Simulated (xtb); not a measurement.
C₂H₇S, charge +1, singlet, geometry from GFN2-xTB; xtb with GFN2-xTB.

Here is a job for xtb.
```
$ xtb mol.xyz --gfn 2 --chrg 1 --uhf 0 --json

# file mol.xyz
10

C     -0.11110787     1.39730467    -0.53138148
S      0.19691423     0.00535497     0.59144365
C     -0.09779125    -1.40608199    -0.51043303
H     -0.14836913     2.30887968     0.05988448
H      0.72614240     1.46099414    -1.22229824
H     -1.04014948     1.26328669    -1.07668782
H     -0.12643319    -2.30903220     0.09439206
H     -1.02802536    -1.28905959    -1.05761529
H      0.74007530    -1.47213292    -1.20038030
H     -1.02047342     0.00404859     1.19049374
```

**Question.** Write the output that xtb gives for this input, abridged.

**Answer.** 
```
   ID    Z sym.   atoms
    1    6 C      1, 3
    2   16 S      2
    3    1 H      4-10

           -------------------------------------------------
          |                Calculation Setup                |
           -------------------------------------------------

           -------------------------------------------------
          |                 G F N 2 - x T B                 |
           -------------------------------------------------

          ...................................................
          :                      SETUP                      :
          :.................................................:
          :  # basis functions                  25          :
          :  # atomic orbitals                  24          :
          :  # shells                           14          :
          :  # electrons                        20          :
          :  max. iterations                   250          :
          :  Hamiltonian                  GFN2-xTB          :
          :  restarted?                      false          :
          :  GBSA solvation                  false          :
          :  PC potential                    false          :
          :  electronic temp.          300.0000000     K    :
          :  accuracy                    1.0000000          :
          :  -> integral cutoff          0.2500000E+02      :
          :  -> integral neglect         0.1000000E-07      :
          :  -> SCF convergence          0.1000000E-05 Eh   :
          :  -> wf. convergence          0.1000000E-03 e    :
          :  Broyden damping             0.4000000          :
          :  net charge                          1          :
          :  unpaired electrons                  0          :
          ...................................................

 iter      E             dE          RMSdq      gap      omega  full diag
   1    -10.7459906 -0.107460E+02  0.373E+00    6.63       0.0  T
   2    -10.7546810 -0.869044E-02  0.193E+00    6.47       1.0  T
   3    -10.7560109 -0.132990E-02  0.818E-01    6.37       1.0  T
   4    -10.7560527 -0.417456E-04  0.173E-01    6.36       1.0  T
   5    -10.7560697 -0.169749E-04  0.451E-02    6.37       1.0  T
   6    -10.7560698 -0.165446E-06  0.675E-03    6.37       4.7  T
   7    -10.7560698 -0.116710E-07  0.226E-03    6.37      14.0  T
   8    -10.7560698 -0.247768E-08  0.447E-04    6.37      70.7  T
   9    -10.7560698 -0.123553E-09  0.149E-04    6.37     212.5  T

   *** convergence criteria satisfied after 9 iterations ***

         :::::::::::::::::::::::::::::::::::::::::::::::::::::
         ::                     SUMMARY                     ::
         :::::::::::::::::::::::::::::::::::::::::::::::::::::
         :: total energy             -10.629447477430 Eh    ::
         :: gradient norm              0.000030860478 Eh/a0 ::
         :: HOMO-LUMO gap              6.370590031662 eV    ::
         ::.................................................::
         :: SCC energy               -10.756068344455 Eh    ::
         :: -> isotropic ES            0.104997177814 Eh    ::
         :: -> anisotropic ES         -0.006150823548 Eh    ::
         :: -> anisotropic XC          0.008526013821 Eh    ::
         :: -> dispersion             -0.003576989613 Eh    ::
         :: repulsion energy           0.126620867025 Eh    ::
         :: add. restraining           0.000000000000 Eh    ::
         :: total charge               1.000000000000 e     ::
         :::::::::::::::::::::::::::::::::::::::::::::::::::::

           -------------------------------------------------
          |                Property Printout                |
           -------------------------------------------------

    * Orbital Energies and Occupations

         #    Occupation            Energy/Eh            Energy/eV
      -------------------------------------------------------------
         1        2.0000           -0.9713877             -26.4328
[...]
         8        2.0000           -0.6745170             -18.3545
         9        2.0000           -0.6716397             -18.2762
        10        2.0000           -0.6568302             -17.8733 (HOMO)
        11                         -0.4227153             -11.5027 (LUMO)
        12                         -0.4211558             -11.4602
        13                         -0.2803849              -7.6297
        14                         -0.2378531              -6.4723
        15                         -0.2327094              -6.3323
        16                         -0.1753482              -4.7715
        17                         -0.0490612              -1.3350
        18                         -0.0301144              -0.8195
        19                          0.0083018               0.2259
        20                          0.0181978               0.4952
        21                          0.0399741               1.0878
       ...                                ...                  ...
        24                          0.2994126               8.1474
      -------------------------------------------------------------
                  HL-Gap            0.2341149 Eh            6.3706 eV
             Fermi-level           -0.5397728 Eh          -14.6880 eV

     #   Z          covCN         q      C6AA      α(0)
     1   6 C        3.744    -0.137    23.212     6.873
     2  16 S        2.861     0.334   128.174    19.055
     3   6 C        3.744    -0.137    23.212     6.873
     4   1 H        0.925     0.128     1.547     1.945
     5   1 H        0.925     0.126     1.562     1.955
     6   1 H        0.925     0.121     1.606     1.982
     7   1 H        0.925     0.128     1.547     1.945
     8   1 H        0.925     0.121     1.606     1.982
     9   1 H        0.925     0.126     1.562     1.955
    10   1 H        0.921     0.189     1.159     1.684

 Mol. C6AA /au·bohr⁶  :        869.382865
 Mol. C8AA /au·bohr⁸  :      25775.183675
 Mol. α(0) /au        :         46.246777

Wiberg/Mayer (AO) data.
largest (>0.10) Wiberg bond orders for each atom

 ---------------------------------------------------------------------------
     #   Z sym  total        # sym  WBO       # sym  WBO       # sym  WBO
 ---------------------------------------------------------------------------
     1   6 C    3.927 --     2 S    1.005     6 H    0.967     5 H    0.964
                             4 H    0.961
     2  16 S    3.026 --     3 C    1.005     1 C    1.005    10 H    0.938
     3   6 C    3.927 --     2 S    1.005     8 H    0.967     9 H    0.964
                             7 H    0.961
     4   1 H    0.984 --     1 C    0.961
     5   1 H    0.984 --     1 C    0.964
     6   1 H    0.985 --     1 C    0.967
     7   1 H    0.984 --     3 C    0.961
     8   1 H    0.985 --     3 C    0.967
     9   1 H    0.984 --     3 C    0.964
    10   1 H    0.964 --     2 S    0.938
 ---------------------------------------------------------------------------

Topologies differ in total number of bonds
Writing topology from bond orders to xtbtopo.mol

molecular dipole:
                 x           y           z       tot (Debye)
 q only:       -0.374      -0.001       0.038
   full:       -0.507      -0.003      -0.046       1.294
molecular quadrupole (traceless):
                xx          xy          yy          xz          yz          zz
 q only:       -2.705      -0.036       3.523      -0.886      -0.037      -0.819
  q+dip:       -1.548      -0.032       2.756      -1.606      -0.037      -1.208
   full:       -2.097      -0.038       3.247      -1.676      -0.041      -1.150

           -------------------------------------------------
          | TOTAL ENERGY              -10.629447477430 Eh   |
          | GRADIENT NORM               0.000030860478 Eh/α |
          | HOMO-LUMO GAP               6.370590031662 eV   |
           -------------------------------------------------

normal termination of xtb
```
